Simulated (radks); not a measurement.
All-electron atom: neutral aluminium in [Ne] 3s2 3p1. All-electron calculation, scalar-relativistic Kohn-Sham, MS2 meta-GGA, spin-polarised, spherical densities, finite nucleus; open shells are filled with parallel spins first; meta-GGA in the generalised Kohn-Sham scheme; Fermi nuclear charge, rms radius 3.061 fm. Program: a radial shooting solver on a logarithmic mesh with Libxc functionals.

Radial electron density D(r) = 4 pi r^2 rho(r):

| r (bohr) | D(r) (e/bohr) | spin D(r) |
|---|---|---|
| 0.01583 | 2.982 | -0.000278 |
| 0.01799 | 3.638 | -0.000334 |
| 0.02044 | 4.405 | -0.000396 |
| 0.02324 | 5.287 | -0.000462 |
| 0.02641 | 6.284 | -0.000527 |
| 0.02978 | 7.315 | -0.000581 |
| 0.03384 | 8.499 | -0.000621 |
| 0.03846 | 9.736 | -0.000625 |
| 0.04372 | 10.98 | -0.000569 |
| 0.04969 | 12.16 | -0.000418 |
| 0.05647 | 13.20 | -0.000125 |
| 0.06418 | 14.01 | 0.000372 |
| 0.07295 | 14.50 | 0.00115 |
| 0.08291 | 14.60 | 0.00230 |
| 0.09423 | 14.28 | 0.00393 |
| 0.1071 | 13.55 | 0.00614 |
| 0.1217 | 12.50 | 0.00902 |
| 0.1383 | 11.25 | 0.0127 |
| 0.1572 | 10.04 | 0.0172 |
| 0.1787 | 9.068 | 0.0223 |
| 0.2031 | 8.542 | 0.0280 |
| 0.2308 | 8.575 | 0.0338 |
| 0.2624 | 9.161 | 0.0390 |
| 0.2982 | 10.16 | 0.0429 |
| 0.3389 | 11.30 | 0.0447 |
| 0.3852 | 12.27 | 0.0436 |
| 0.4378 | 12.74 | 0.0390 |
| 0.4976 | 12.52 | 0.0312 |
| 0.5655 | 11.55 | 0.0209 |
| 0.6427 | 9.943 | 0.0100 |
| 0.7305 | 7.951 | 0.00103 |
| 0.8302 | 5.890 | -0.00302 |
| 0.9436 | 4.058 | 0.00165 |
| 1.072 | 2.661 | 0.0177 |
| 1.219 | 1.761 | 0.0459 |
| 1.385 | 1.302 | 0.0872 |
| 1.575 | 1.155 | 0.141 |
| 1.775 | 1.168 | 0.200 |
| 2.018 | 1.216 | 0.261 |
| 2.293 | 1.211 | 0.310 |
| 2.606 | 1.116 | 0.333 |
| 2.962 | 0.9388 | 0.324 |
| 3.367 | 0.7161 | 0.285 |
| 3.827 | 0.4936 | 0.226 |
| 4.349 | 0.3086 | 0.163 |
| 4.943 | 0.1763 | 0.107 |
| 5.618 | 0.09240 | 0.0641 |
| 6.385 | 0.04453 | 0.0347 |
| 7.257 | 0.01963 | 0.0168 |
| 8.248 | 0.007804 | 0.00712 |
| 9.374 | 0.002737 | 0.00261 |
| 10.65 | 0.0008274 | 0.000807 |
| 12.11 | 0.0002106 | 0.000208 |

D(r) has 3 maxima, at r = 0.0803, 0.448, 2.13 bohr, and minima at 0.215, 1.64 bohr, inside which lie 2.20, 10.34 electrons.
